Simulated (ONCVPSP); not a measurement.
## u(r) = r·R(r): atom against pseudo-atom (N)

Columns: radius, all-electron u(r) and pseudo u(r) of the 2s shell (level -18.43 eV) of nitrogen in the configuration [He] 2s2 2p3; PBEsol, non-relativistic, ONCV scheme, ONCVPSP 4.0.1.

```
r (bohr)  all-electron  pseudo
   0.105       -0.3840  0.0655
   0.210       -0.2729  0.1461
   0.315       -0.0122  0.2565
   0.420        0.2585  0.3901
   0.525        0.4877  0.5311
   0.630        0.6617  0.6685
   0.735        0.7810  0.7812
   0.840        0.8530  0.8530
   0.945        0.8868  0.8868
   1.050        0.8915  0.8915
   1.155        0.8748  0.8748
   1.260        0.8432  0.8432
   1.365        0.8016  0.8016
   1.470        0.7540  0.7540
   1.575        0.7032  0.7032
   1.680        0.6513  0.6513
   1.785        0.5998  0.5998
   1.890        0.5498  0.5498
   1.995        0.5020  0.5020
   2.100        0.4568  0.4568
   2.205        0.4145  0.4145
   2.310        0.3751  0.3751
   2.415        0.3388  0.3388
   2.520        0.3054  0.3054
   2.625        0.2748  0.2748
   2.730        0.2470  0.2470
```

Question: How many radial nodes do the two functions have?

Answer: The all-electron 2s function has n − l − 1 = 1; the pseudo-wave has 0, since the states of the same l below it are removed with the core.

Question: At about which radius was the pseudo-wave matched?

Answer: 0.85 bohr. The columns agree to 0.0005 from 0.73 bohr on; several derivatives are matched, so the curves merge somewhat inside the radius.

Question: Is the pseudo-wave norm-conserving?

Answer: Yes: the ONCV scheme keeps the norm inside the radius equal to the all-electron one, which fixes the energy derivative of the logarithmic derivative at the level.
